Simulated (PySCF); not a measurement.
Q: What does the PBE0-D3(BJ)/def2-SVP structure of `C#CC[C@@H]1C[SiH2]1` look like in three dimensions?

A: 
```xyz
14
C5H8Si angstrom
C      3.0028   -0.5936    0.6533
C      1.8043   -0.5649    0.8239
C      0.3598   -0.5170    1.0131
C     -0.3238    0.5600    0.1875
C     -1.8469    0.4726    0.0064
Si    -0.8728    0.2753   -1.5727
H      4.0661   -0.6183    0.5040
H     -0.0652   -1.5065    0.7664
H      0.1410   -0.3607    2.0859
H      0.0480    1.5683    0.4099
H     -2.3307   -0.4182    0.4251
H     -2.4254    1.3846    0.1885
H     -0.7406   -1.0889   -2.1421
H     -0.8209    1.3917   -2.5480
```

Orientation and origin are arbitrary. Atoms count from 1 in this order. Si6 (SiH2 silicon) has angles from 48.6° to 119.7°. The 3-membered ring C4–C5–Si6 has internal angles of 48.6° to 65.7°. The C–C distances run from 1.211 Å (C1≡C2, drawn triple) to 1.536 Å (C4–C5, drawn single), a spread of 0.325 Å.

Bonds between heavy atoms (Å): C1≡C2 1.211, C2–C3 1.458, C3–C4 1.519, C4–C5 1.536, C5–Si6 1.866, C4–Si6 1.866.

Computed, not measured: PBE0-D3(BJ)/def2-SVP geometry optimisation, gas phase (PySCF 2.14.0).

Point group: C1 (no symmetry element, even within 0.4 Å). No PBE0-D3(BJ)/def2-SVP frequencies stand behind this structure, so it isn't proved a minimum. The numbers are those of one conformer (C2–C3–C4–C5 164°).
